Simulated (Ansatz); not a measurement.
`N[SiH](F)P` + PH₃ → `PP` + `N[SiH2]F` at 400 K and 1 bar (cleavage of the P–Si bond).

Calculated with Ansatz (gas phase, PBE0-D4/def2-TZVP geometries, no zero-point term in ΔE). CBS: MP2 limit from def2 TZ/QZ plus the TZ coupled-cluster correction, frozen cores. This one scheme is used for every species. Each species was taken in one conformer, which may not be the lowest.

```tsv
species	CCSD(T)/CBS energy (Eh)	H − E (kJ/mol)	S (J/(mol·K))
`N[SiH](F)P`	-787.62490	178.8	365.2
PH₃	-342.72256	77.1	221.7
`PP`	-684.26248	112.6	293.5
`N[SiH2]F`	-446.07709	143.8	304.9
```

H − E and S are ideal-gas, rigid-rotor, harmonic terms from PBE0-D4/def2-TZVP, for one conformer and one mirror image of each species. 1 Eh = 2625.50 kJ/mol, R = 8.31446 J/(mol·K).

Problem. By hand: ΔE, ΔH, ΔS and ΔG.

Solution. ΔE = (-684.26248) + (-446.07709) − (-787.62490) − (-342.72256) = 0.00789 Eh = 20.7 kJ/mol. Δ(H − E) = 112.6 + 143.8 − 178.8 − 77.1 = 0.5, so ΔH = 21.2 kJ/mol. ΔS = 293.5 + 304.9 − 365.2 − 221.7 = 11.5 J/(mol·K). ΔG = 21.2 − 400 × (11.5)/1000 = 16.6 kJ/mol.

Problem. By hand: the equilibrium constant, and the temperature at which ΔG would vanish if ΔH and ΔS stayed fixed.

Solution. log₁₀ K = −ΔG/(RT ln 10) = -2.2. ΔG = 0 at ΔH/ΔS = 1843 K, though so small a ΔS makes that figure unsure.

The number of gas molecules stays the same, so ΔS is small and ΔH decides. A doubt of 5 kJ/mol in ΔE shifts log₁₀ K by 0.7 here. Other conformers and mirror images would add mixing entropy, several J/(mol·K) or more a flexible species. These are equilibria of isolated gas molecules and say nothing of rates. Largest T1 diagnostic: 0.014 (customary marks: 0.02 for closed shells, 0.045 for open ones).
